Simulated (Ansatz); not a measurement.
Z-matrix (Å, degrees):
```
Si
C 1 1.834
C 1 1.787 2 43.1
H 1 1.484 2 121.2 3 105.9
H 1 1.484 2 121.2 3 -105.9
S 2 1.716 1 150.8 3 180.0
F 3 1.323 1 155.5 2 -180.0
H 6 1.346 2 97.7 1 -180.0
```

Charge 0, multiplicity 1.

Task: List the CAM-B3LYP/def2-TZVPP orbital energies in eV (Ansatz). (An estimate is asked.)

Result: Computed: Occupied: -2420.53, -1801.60, -674.34, -281.13, -279.88, -218.53, -163.14, -163.03, -162.89, -146.14, -101.50, -101.46, -101.42, -36.00, -25.06, -22.67, -18.22, -16.52, -15.45, -15.14, -14.74, -12.50, -12.19, -10.69, -10.40, -9.75, -8.09. Lowest empty: 0.45, 1.27, 1.39, 1.86, 2.25, 2.40, 3.92, 4.03.
